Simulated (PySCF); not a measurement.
System: C₅H₇Ge, charge -1, multiplicity 1. It need not be the lowest isomer of its formula. Whether it binds its extra electron was not tested at this geometry. SMILES: [GeH3][C]1=C[C-]=CC1
Coordinates optimised at B3LYP-D3(BJ)/def2-TZVP (Ansatz):
```
C
C 1 1.3611
H 2 1.0900 1 122.20
C 2 1.4890 3 122.89 1 180.00
C 4 1.3651 2 101.93 3 -180.00
H 5 1.0902 4 125.84 2 180.00
C 1 1.5083 2 106.95 3 180.00
H 7 1.1009 1 111.73 2 -120.75
H 7 1.1009 8 105.95 1 121.90
Ge 1 1.9118 2 126.98 3 0.00
H 10 1.5516 1 110.82 2 0.00
H 10 1.5612 11 105.74 1 125.33
H 10 1.5612 11 105.74 12 109.35
```
Charge -1, spin multiplicity 1.

Dispersion corrections to the total energy (kcal/mol) from the dftd3 and dftd4 libraries through PySCF: D3(BJ) without and D4 with the three-body term, each with the damping fitted for the functional named.

```csv
functional,D3(BJ),D4
revPBE,(withheld),-27.15
B2GP-PLYP,-5.30,-3.72
B2PLYP,-6.37,-6.11
TPSS,-9.65,-11.78
PBE,-7.55,-8.72
HF,-58.76,(withheld)
TPSSh,(withheld),-10.71
```

**Question.** Complete the blanks.

**Answer.** 
- revPBE, D3(BJ): -18.76
- HF, D4: -31.04
- TPSSh, D3(BJ): -8.93
